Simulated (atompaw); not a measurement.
# An all-electron radial function and its pseudo partner (ruthenium)

Columns: radius, all-electron u(r) and pseudo u(r) of the 4p shell (level -48.05 eV) of ruthenium in the configuration [Ar] 3d10 4s2 4p6 4d7 5s0 5p1; PBE, scalar-relativistic, PAW (atompaw) scheme, atompaw 4.2.0.5.

```
r (bohr)  all-electron  pseudo
   0.092        0.3383  0.0175
   0.185       -0.2256  0.0693
   0.277       -0.5611  0.1503
   0.369       -0.4550  0.2546
   0.462       -0.1108  0.3756
   0.554        0.2744  0.5013
   0.646        0.6042  0.6237
   0.738        0.8438  0.7337
   0.831        0.9929  0.8246
   0.923        1.0615  0.8887
   1.015        1.0699  0.9236
   1.108        1.0354  0.9288
   1.200        0.9741  0.9061
   1.292        0.8974  0.8601
   1.385        0.8129  0.7961
   1.477        0.7281  0.7223
   1.569        0.6460  0.6447
   1.662        0.5681  0.5679
   1.754        0.4972  0.4972
   1.846        0.4330  0.4330
   1.938        0.3755  0.3755
   2.031        0.3241  0.3241
   2.123        0.2793  0.2793
   2.215        0.2402  0.2402
   2.308        0.2057  0.2057
   2.400        0.1762  0.1762
```

(1) How many radial nodes do the two functions have?

(2) At about which radius was the pseudo-wave matched?

(3) Where does each function peak?

(4) Is the pseudo-wave norm-conserving?

## Answers

(1) The all-electron 4p function has n − l − 1 = 2; the pseudo-wave has 0, since the states of the same l below it are removed with the core.

(2) 1.80 bohr. The columns agree to 0.0005 from 1.66 bohr on; several derivatives are matched, so the curves merge somewhat inside the radius.

(3) Outermost all-electron maximum near 1.01 bohr, pseudo maximum near 1.11 bohr (to the table’s step).

(4) No, it belongs to a PAW set: the norm inside the radius is not constrained, and the difference is carried by the augmentation charge.
